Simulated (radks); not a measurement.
Problem. Radial electron density D(r) = 4 pi r^2 rho(r) of an atom or ion with 31 electrons. Method: scalar-relativistic Kohn-Sham, r2SCAN, spin-polarised, spherical densities, finite nucleus; meta-GGA in the generalised Kohn-Sham scheme; Fermi nuclear charge, rms radius of each element as measured or else 0.836 A^(1/3) + 0.57 fm; computed with a radial shooting solver on a logarithmic mesh with Libxc functionals.

r (bohr)   D(r) (e/bohr)   spin D(r)
0.0009966          4.110  -0.0000330
0.001267           6.071  -0.0000407
0.001611           8.880  -0.0000410
0.002064           12.99  -0.0000145
0.002624           18.48   0.0000823
0.003336           25.77    0.000354
0.00424            35.07     0.00104
0.00539            46.24     0.00264
0.006853           58.61     0.00625
0.008781           71.11      0.0144
0.01116            80.63      0.0307
0.01419            85.21      0.0624
0.01804            83.71       0.119
0.02293            78.17       0.211
0.02916            74.52       0.338
0.03736            80.05       0.472
0.0475             95.36       0.525
0.06038            110.0       0.407
0.07676            108.9       0.138
0.09758            91.84    -0.00416
0.124              79.61       0.346
0.1577             87.09       0.977
0.2021             93.38       0.900
0.2569             71.03      0.0938
0.3266             36.14       0.420
0.4151             16.86        2.24
0.5278             9.724        2.76
0.6709             3.836        1.34
0.8597            0.6013       0.236
1.093            0.03325      0.0146
1.389          0.0004899    0.000246

What is the nuclear charge?

Solution. Z = 64. The innermost maximum, from 1s, lies near gamma/Z bohr with gamma = sqrt(1 - (Z/c)^2) = 0.884, here 0.0138 bohr (found: 0.0150), and its height grows with Z. The density is that of the gadolinium ion Gd33+ in [Ar] 3d10 4s2 4p1; the configuration itself is not fixed sharply by these data, and Z only to a few units. D(r) has 3 maxima, at r = 0.0150, 0.0675, 0.191 bohr, and minima at 0.0294, 0.127 bohr, inside which lie 1.96, 11.17 electrons.
